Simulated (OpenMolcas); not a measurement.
Mo+: from CASSCF to CASPT2

| Property | Result |
| --- | --- |
| Program | OpenMolcas |
| Basis | ANO-RCC-VTZP [7s6p4d2f1g] |
| Scalar Hamiltonian | DKH2, point nucleus |
| Active space | 5 electrons in 6 orbitals (4d 5s) |
| State averaging | 2S+1 = 6 even, 6 roots; 2S+1 = 4 even, 64 roots kept (CI in the orbitals of an earlier block); 2S+1 = 2 even, 110 roots kept (CI in the orbitals of an earlier block) |
| Spin-orbit coupling | RASSI with atomic mean-field integrals over the reference wave functions, term energies averaged over their components |

Methods on the same reference wave functions:
A. CASSCF
B. SS-CASPT2, IPEA 0.25 Eh, imaginary shift 0.1 Eh (closed shells correlated: 4s 4p)
C. MS-CASPT2, IPEA 0.25 Eh, imaginary shift 0.1 Eh (closed shells correlated: 4s 4p)
D. XMS-CASPT2, IPEA 0.25 Eh, imaginary shift 0.1 Eh (closed shells correlated: 4s 4p)

Energies in cm⁻¹ above 4d⁵ ⁶S_5/2, the measured ground level; measured values from NIST Handbook of Basic Atomic Spectroscopic Data.

| Level | A | B | C | D | Measured |
| --- | --- | --- | --- | --- | --- |
| 4d⁵ ⁶S_5/2 | 0.0 | 0.0 | 0.0 | 0.0 | 0.0 |
| 4d⁴ 5s ⁶D_1/2 | 8688 | 11510 | 11570 | 11320 | 11783 |
| 4d⁴ 5s ⁶D_3/2 | 8912 | 11760 | 11800 | 11550 | 12034 |
| 4d⁴ 5s ⁶D_5/2 | 9265 | 12140 | 12160 | 11910 | 12417 |
| 4d⁴ 5s ⁶D_7/2 | 9728 | 12610 | 12630 | 12370 | 12900 |
| 4d⁴ 5s ⁶D_9/2 | 10285 | 13160 | 13180 | 12920 | 13461 |
| 4d⁴ 5s ⁴D_1/2(1) [53 %] | 20006 | 16910 | 16530 | 16600 |  |
| 4d⁵ ⁴G_7/2 | 20741 | 16650 | 16410 | 16630 | 15331 |
| 4d⁵ ⁴G_9/2 | 20820 | 16730 | 16470 | 16710 | 15428 |
| 4d⁵ ⁴G_11/2 | 20833 | 16750 | 16470 | 16700 | 15447 |
| 4d⁴ 5s ⁴D_7/2(1) | 21074 | 18070 | 17410 | 17350 |  |
| 4d⁵ ⁴P_1/2 [52 %] | 21281 | 17720 | 17360 | 17710 |  |
| 4d⁴ 5s ⁴H_7/2 [70 %] | 26690 | 27270 | 27210 | 27470 |  |
| 4d⁴ 5s ⁴H_9/2 | 26912 | 27540 | 27460 | 27690 |  |
| 4d⁴ 5s ⁴H_11/2 | 27205 | 27760 | 27770 | 27990 |  |
| 4d⁴ 5s ⁴H_13/2 | 27516 | 28120 | 28130 | 28350 |  |
| 4d⁴ 5s ⁴F_7/2 [58 %] | 27819 | 26770 | 25140 | 25450 |  |
| 4d⁴ 5s ⁴D_1/2(2) | 28829 | 24350 | 24030 | 24120 |  |
| 4d⁴ 5s ⁴D_3/2(2) | 28928 | 24420 | 24170 | 24270 |  |
| 4d⁴ 5s ⁴D_7/2(2) | 29159 | 24570 | 24740 | 24800 |  |
| 4d⁴ 5s ⁴P_1/2 | 30295 | 27260 | 27670 | 28440 |  |
| 4d⁴ 5s ⁴P_3/2 | 30821 | 27910 | 28620 | 29360 |  |
| 4d⁵ ²I_11/2 | 31081 | 25290 | 25310 | 25530 |  |
| 4d⁵ ²I_13/2 | 31283 | 25470 | 25480 | 25800 |  |

Deviations, from unrounded energies. A percentage is the sum of absolute deviations over the sum of measured energies, with the sign that they share, or ± where signs differ.

| Against measurement | Levels | A | B | C | D |
| --- | --- | --- | --- | --- | --- |
| mean absolute deviation (cm-1) | 8 | 4000 | 670 | 550 | 800 |
| other terms of the ground configuration (%) | 3 | +35.0 | +8.5 | +6.8 | +8.3 |
| other configurations (%) | 5 | -25.1 | -2.3 | -2.0 | -4.0 |

C lies closest to measurement on these levels and A furthest from it. The largest miss of C in the table is 4d⁵ ⁴G_7/2, by +1100 cm-1. The ranking rests on the paired levels alone, and a cruder setting can come out closer through cancelling errors.

Among B to D the level of the table that moves most is 4d⁴ 5s ⁴F_7/2 [58 %], by 1600 cm-1 (lowest in C, highest in B). Moves below CASPT2's spread within the term are not significant.

The mean deviations of B to D differ by less than CASPT2's widest spread within a term (1300 cm-1), so their order carries little weight.

From A to B the spin-free energies of the other terms of 4d⁵ shown, above ⁶S, scale by factors of 0.80 to 0.83, as is usual when dynamic correlation screens the repulsion within a d or f shell.

The lowest spin-free term lies below A's lowest term by 0.377 hartree in B, 0.377 hartree in C, 0.382 hartree in D.

Term energies are means over components that CASPT2 splits; among the terms shown or strongly mixed into the levels shown the widest spread is 1300 cm-1 (4d⁴ 5s ⁴H, D). Terms from blocks run as CI alone lack orbitals of their own. Configurations are named by rounded mean occupations; where the s occupation lies near a half they are strongly mixed, a name can repeat and a true partner stay unpaired. A single d shell beside an s shell can misplace configurations of different d count against each other. The CASPT2 spread within a term exceeds the gap to the next term for 4d⁴ 5s ⁴F and 4d⁵ ²I, so the order of their levels is uncertain (figures for C; the like holds for D). Without dynamic correlation excited terms often stand tens of per cent too high (terms of higher spin than the ground term too low), and those without a measured partner can miss by more than the paired ones (holds for A). Blocks of more than 70 roots (2S+1 = 2 even) ran without multistate coupling (holds for C). Measured partners are found by configuration, term and J. A level has none where our copy of the source lacks it or the pairing is in doubt (some pairs that miss far off the trend of their configuration count as doubtful), and it then counts in no deviation. Levels of configurations outside the active space are missing. The table leaves out levels that lie high or whose names do not pair safely across all columns.

A share in square brackets marks a mixed level and gives the weight of the term that names it, the lowest over the columns. A number in round brackets counts repeated terms of one configuration in the order of the reference energies.
